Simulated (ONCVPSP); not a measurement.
## Pseudopotential generation for Eu (Z = 63): ONCV, PBE, scalar-relativistic.

ONCVPSP 4.0.1 was run on this input:

```
# ATOM AND REFERENCE CONFIGURATION
# atsym  z   nc   nv     iexc    psfile
  Eu 63.00   10    5        4      upf
#
#   n    l    f
    1    0    2.00
    2    0    2.00
    2    1    6.00
    3    0    2.00
    3    1    6.00
    3    2   10.00
    4    0    2.00
    4    1    6.00
    4    2   10.00
    4    3    6.00
    5    0    2.00
    5    1    6.00
    5    2    1.00
    6    0    1.75
    6    1    0.25
#
# PSEUDOPOTENTIAL AND OPTIMIZATION
# lmax
    2
#
#   l,   rc,      ep,       ncon, nbas, qcut
    0    2.25    0.00    3    6    6.90
    1    2.95    0.00    4    8    5.60
    2    2.30    0.00    4    8    4.40
#
# LOCAL POTENTIAL
# lloc, lpopt,  rc(5),   dvloc0
    4    5    1.65   -1.00
#
# VANDERBILT-KLEINMAN-BYLANDER PROJECTORs
# l, nproj, debl
    0    2    2.20
    1    2    1.80
    2    3    3.50
#
# MODEL CORE CHARGE
# icmod, fcfact, rcfact
    2    0.70    0.80
#
# LOG DERIVATIVE ANALYSIS
# epsh1, epsh2, depsh
   -3.00    5.00    0.02
#
# OUTPUT GRID
# rlmax, drl
    6.00    0.01
#
# TEST CONFIGURATIONS
# ncnf
    4
# nvcnf
#   n    l    f
    5
    5    0    2.00
    5    1    6.00
    5    2    1.00
    6    0    2.00
    6    1    0.00
#
    5
    5    0    2.00
    5    1    6.00
    5    2    1.00
    6    0    1.00
    6    1    0.00
#
    5
    5    0    2.00
    5    1    6.00
    5    2    1.00
    6    0    0.00
    6    1    0.00
#
    5
    5    0    2.00
    5    1    6.00
    5    2    1.00
    6    0    1.50
    6    1    0.00
#
```

Command:

```bash
oncvpsp.x < Eu.dat > Eu.out
```

Resulting log (shortened: citation, most of the input echo, consistency checks and plot data are left out):

```
ONCVPSP  (Optimized Norm-Conservinng Vanderbilt PSeudopotential)
scalar-relativistic version 4.0.1

#   n    l    f        energy (Ha)
    1    0    2.00    -1.7778597E+03
    2    0    2.00    -2.9216598E+02
    2    1    6.00    -2.6031680E+02
    3    0    2.00    -6.4525867E+01
    3    1    6.00    -5.4616169E+01
    3    2   10.00    -4.1373254E+01
    4    0    2.00    -1.3027718E+01
    4    1    6.00    -9.7631233E+00
    4    2   10.00    -5.2149501E+00
    4    3    6.00    -3.1936637E-01
    5    0    2.00    -1.7843190E+00
    5    1    6.00    -9.9084561E-01
    5    2    1.00    -1.0660433E-01
    6    0    1.75    -1.5621319E-01
    6    1    0.25    -5.4755104E-02

Reference configufation results
  iterations    33
  all-electron total energy (Ha)   -1.08439132D+04

Begin loop to  construct optimized pseudo wave functions
and semi-local pseudopoentials for all angular momenta

Calculating optimized projector #   1

 for l=   0

    Fraction of norm inside rc  0.959781
    Optimizing pswf for qcut=   6.90 a_B^-1,  ecut=  23.79 Ha
    Residual kinetic energy error=  1.04D-07 Ha

    Energy error per electron        Cutoff
         Ha          eV             Ha
         0.01000     0.27211        9.13
         0.00100     0.02721       12.42
         0.00010     0.00272       14.89
         0.00001     0.00027       16.71

Calculating optimized projector #   2

 for l=   0

    Fraction of norm inside rc  0.069276
    Optimizing pswf for qcut=   6.90 a_B^-1,  ecut=  23.79 Ha
    Residual kinetic energy error=  4.54D-09 Ha

    Energy error per electron        Cutoff
         Ha          eV             Ha
         0.01000     0.27211        6.89
         0.00100     0.02721       11.45
         0.00010     0.00272       14.87
         0.00001     0.00027       17.60

Calculating optimized projector #   1

 for l=   1

    Fraction of norm inside rc  0.978369
    Optimizing pswf for qcut=   5.61 a_B^-1,  ecut=  15.71 Ha
    Residual kinetic energy error=  2.11D-09 Ha

    Energy error per electron        Cutoff
         Ha          eV             Ha
         0.01000     0.27211        5.58
         0.00100     0.02721        7.52
         0.00010     0.00272        9.28
         0.00001     0.00027       10.81

Calculating optimized projector #   2

 for l=   1

    Fraction of norm inside rc  0.062886
    Optimizing pswf for qcut=   5.61 a_B^-1,  ecut=  15.71 Ha
    Residual kinetic energy error=  1.02D-09 Ha

    Energy error per electron        Cutoff
         Ha          eV             Ha
         0.01000     0.27211        3.41
         0.00100     0.02721        5.38
         0.00010     0.00272        6.98
         0.00001     0.00027        8.37

   Wellstate for l =  2  n =  8
     eigenvalue =   3.3934
     asymptotic potential =   3.8934
     half-point radius =  4.3385

   Wellstate for l =  2  n =  9
     eigenvalue =   6.8934
     asymptotic potential =   7.3934
     half-point radius =  3.8118

Calculating optimized projector #   1

 for l=   2

    Fraction of norm inside rc  0.419343
    Optimizing pswf for qcut=   4.39 a_B^-1,  ecut=   9.65 Ha
    Residual kinetic energy error=  8.98D-05 Ha

    Energy error per electron        Cutoff
         Ha          eV             Ha
         0.01000     0.27211        5.65
         0.00100     0.02721        7.75
         0.00010     0.00272        9.63
         0.00001     0.00027       23.79

Calculating optimized projector #   2

 for l=   2

    Fraction of norm inside rc  0.145961
    Optimizing pswf for qcut=   4.39 a_B^-1,  ecut=   9.65 Ha
    Residual kinetic energy error=  2.19D-03 Ha

    Energy error per electron        Cutoff
         Ha          eV             Ha
         0.01000     0.27211        8.28
         0.00100     0.02721       10.72
         0.00010     0.00272       19.44
         0.00001     0.00027       45.84

Calculating optimized projector #   3

 for l=   2

    Fraction of norm inside rc  0.119947
    Optimizing pswf for qcut=   4.39 a_B^-1,  ecut=   9.65 Ha
    Residual kinetic energy error=  1.98D-01 Ha

    Energy error per electron        Cutoff
         Ha          eV             Ha
         0.01000     0.27211       11.63
         0.00100     0.02721       15.65
         0.00010     0.00272       31.74
         0.00001     0.00027       63.68

Construct Vanderbilt / Kleinmman-Bylander projectors

B matrix Hermiticity error, ll=   0
   1   2    1.3172E-04

  Orthonormal projector coefficients  7.9225E+00  1.3196E+00

B matrix Hermiticity error, ll=   1
   1   2    4.3037E-05

  Orthonormal projector coefficients  4.0314E+00  5.3562E-01

B matrix Hermiticity error, ll=   2
   1   2    1.6065E-04
   1   3   -2.0931E-04
   2   3    2.6196E-04

  Orthonormal projector coefficients  5.2151E+00  1.5795E+00  2.5421E-01

Model core correction analysis
  based on d2Exc/dn_idn_j

d2excae - all-electron derivatives

   -2.632523D-02   -2.303676D-02   -8.710746D-03   -1.601681D-03
   -7.976821D-04
   -2.303673D-02   -2.328222D-02   -1.239988D-02   -2.683261D-03
   -8.569211D-04
   -8.710551D-03   -1.239976D-02   -1.792545D-02   -1.504509D-02
   -8.465044D-03
   -1.601302D-03   -2.682435D-03   -1.504146D-02   -2.509027D-02
   -1.974070D-02
   -7.976393D-04   -8.565839D-04   -8.456252D-03   -1.973118D-02
   -2.633072D-02

d2excps - pseudofunction derivatives with no core correction

   -3.822829D-02   -3.094008D-02   -1.040024D-02   -2.551299D-03
   -1.192986D-03
   -3.094117D-02   -2.845923D-02   -1.377297D-02   -3.416231D-03
   -1.118195D-03
   -1.040011D-02   -1.377278D-02   -1.921541D-02   -1.554200D-02
   -8.568125D-03
   -2.551020D-03   -3.415350D-03   -1.553817D-02   -2.561729D-02
   -1.991924D-02
   -1.193048D-03   -1.117877D-03   -8.559086D-03   -1.990960D-02
   -2.643814D-02

rms 2nd derivative error    3.514345E-03

amplitude prefactor, scale prefactor
   12.2755    1.1645

d2excps - pseudofunction derivatives with core correction

   -2.483531D-02   -2.268653D-02   -9.532062D-03   -1.446588D-03
   -7.065627D-04
   -2.268648D-02   -2.306661D-02   -1.322257D-02   -2.728376D-03
   -7.984022D-04
   -9.531794D-03   -1.322234D-02   -1.919723D-02   -1.545709D-02
   -8.530334D-03
   -1.446120D-03   -2.727450D-03   -1.545326D-02   -2.551869D-02
   -1.987825D-02
   -7.065121D-04   -7.980569D-04   -8.521296D-03   -1.986860D-02
   -2.641935D-02

rms 2nd derivative error    5.471479E-04

Pseudoatom total energy  -36.844645

Diagnostic tests using Vanderbilt-Kleinman-Bylander pseudopotentials
  1 or more projectors used as specified by nproj input data

   l    rcore       rmatch      e in        delta e   norm test  slope test

   0   2.2531546   2.3215652  -1.7843190   0.0000002   1.0001314   1.0001233
   0   2.2531546   2.3215652  -0.1562132   0.0000016   1.0000254   1.0000176

   1   2.9668671   3.0569477  -0.9908456   0.0000003   1.0000960   1.0000916
   1   2.9668671   3.0569477  -0.0547551   0.0000005   1.0000124   1.0000102

   2   2.3077189   2.3777863  -0.1066043   0.0000009   1.0000300   1.0000357
   2   2.3077189   2.3777863   3.3933957   0.0000636   1.0002146   1.0002146
   2   2.3077189   2.3777863   6.8933957   0.0000737   1.0004083   1.0004083

 Testing for bound ghosts
   n   l    E NL Schr. Eq   E Basis Diag.   E Cutoff

   1   0       -1.784319       -1.784290     25.41
   2   0       -0.156212       -0.132504     25.41

   2   1       -0.990845       -0.990843     34.70
   3   1       -0.054755       -0.037385     34.70

   3   2       -0.106603       -0.100889     83.07

 Testing for highly-localized positive-energy ghosts
       l    <radius>/rc     E Basis Diag.   E Cutoff

       0        0.523585        4.197884     25.41  WARNING - GHOST(+)

Test configuration 0

   n   l     f        eae           eps        diff
   1   0  2.0000-1777.85965631
   2   0  2.0000 -292.16598195
   2   1  6.0000 -260.31680170
   3   0  2.0000  -64.52586677
   3   1  6.0000  -54.61616898
   3   2 10.0000  -41.37325387
   4   0  2.0000  -13.02771842
   4   1  6.0000   -9.76312325
   4   2 10.0000   -5.21495008
   4   3  6.0000   -0.31936637
   5   0  2.0000   -1.78431898   -1.78431878    2.01D-07
   5   1  6.0000   -0.99084561   -0.99084529    3.14D-07
   5   2  1.0000   -0.10660433   -0.10660343    8.99D-07
   6   0  1.7500   -0.15621319   -0.15621162    1.57D-06
   6   1  0.2500   -0.05475510   -0.05475465    4.56D-07

    Total energies and differences
      AE_ref= -1.08439132D+04  AE_tst= -1.08439132D+04  dif=  0.00D+00
      PS_ref= -3.68446452D+01  PS_tst= -3.68446452D+01  dif= -7.32D-13
      PSP excitation error=  7.32D-13

Test configuration 1

   n   l     f        eae           eps        diff
   1   0  2.0000-1777.84751242
   2   0  2.0000 -292.15395166
   2   1  6.0000 -260.30477157
   3   0  2.0000  -64.51385757
   3   1  6.0000  -54.60415975
   3   2 10.0000  -41.36124464
   4   0  2.0000  -13.01567717
   4   1  6.0000   -9.75108000
   4   2 10.0000   -5.20290934
   4   3  6.0000   -0.30734117
   5   0  2.0000   -1.77218436   -1.77192922    2.55D-04
   5   1  6.0000   -0.97881682   -0.97864344    1.73D-04
   5   2  1.0000   -0.09699007   -0.09696094    2.91D-05
   6   0  2.0000   -0.14919075   -0.14919435   -3.60D-06

    Total energies and differences
      AE_ref= -1.08439132D+04  AE_tst= -1.08439384D+04  dif= -2.52D-02
      PS_ref= -3.68446452D+01  PS_tst= -3.68698422D+01  dif= -2.52D-02
      PSP excitation error=  6.92D-06

Test configuration 2

   n   l     f        eae           eps        diff
   1   0  2.0000-1778.07952474
   2   0  2.0000 -292.38484562
   2   1  6.0000 -260.53573343
   3   0  2.0000  -64.74442391
   3   1  6.0000  -54.83473441
   3   2 10.0000  -41.59181025
   4   0  2.0000  -13.24631383
   4   1  6.0000   -9.98172770
   4   2 10.0000   -5.43352224
   4   3  6.0000   -0.53774882
   5   0  2.0000   -2.00278940   -2.00411667   -1.33D-03
   5   1  6.0000   -1.20909878   -1.21002954   -9.31D-04
   5   2  1.0000   -0.31091618   -0.31104741   -1.31D-04
   6   0  1.0000   -0.33615812   -0.33594721    2.11D-04

    Total energies and differences
      AE_ref= -1.08439132D+04  AE_tst= -1.08436977D+04  dif=  2.15D-01
      PS_ref= -3.68446452D+01  PS_tst= -3.66291593D+01  dif=  2.15D-01
      PSP excitation error=  1.10D-05

Test configuration 3

   n   l     f        eae           eps        diff
   1   0  2.0000-1778.35256288
   2   0  2.0000 -292.65621799
   2   1  6.0000 -260.80722015
   3   0  2.0000  -65.01492854
   3   1  6.0000  -55.10525643
   3   2 10.0000  -41.86237294
   4   0  2.0000  -13.51693838
   4   1  6.0000  -10.25239879
   4   2 10.0000   -5.70419211
   4   3  6.0000   -0.80785030
   5   0  2.0000   -2.27289740   -2.27703720   -4.14D-03
   5   1  6.0000   -1.47733970   -1.48021451   -2.87D-03
   5   2  1.0000   -0.55729178   -0.55762429   -3.33D-04

    Total energies and differences
      AE_ref= -1.08439132D+04  AE_tst= -1.08432591D+04  dif=  6.54D-01
      PS_ref= -3.68446452D+01  PS_tst= -3.61909938D+01  dif=  6.54D-01
      PSP excitation error=  4.52D-04

Test configuration 4

   n   l     f        eae           eps        diff
   1   0  2.0000-1777.95784966
   2   0  2.0000 -292.26379595
   2   1  6.0000 -260.41464408
   3   0  2.0000  -64.62360121
   3   1  6.0000  -54.71390645
   3   2 10.0000  -41.47098117
   4   0  2.0000  -13.12545067
   4   1  6.0000   -9.86085486
   4   2 10.0000   -5.31266299
   4   3  6.0000   -0.41702842
   5   0  2.0000   -1.88197359   -1.88235877   -3.85D-04
   5   1  6.0000   -1.08859163   -1.08886214   -2.71D-04
   5   2  1.0000   -0.19943768   -0.19947898   -4.13D-05
   6   0  1.5000   -0.23979654   -0.23974822    4.83D-05

    Total energies and differences
      AE_ref= -1.08439132D+04  AE_tst= -1.08438415D+04  dif=  7.18D-02
      PS_ref= -3.68446452D+01  PS_tst= -3.67728732D+01  dif=  7.18D-02
      PSP excitation error= -9.87D-06
```

The run took about 5.2 s on one core of a shared server CPU.
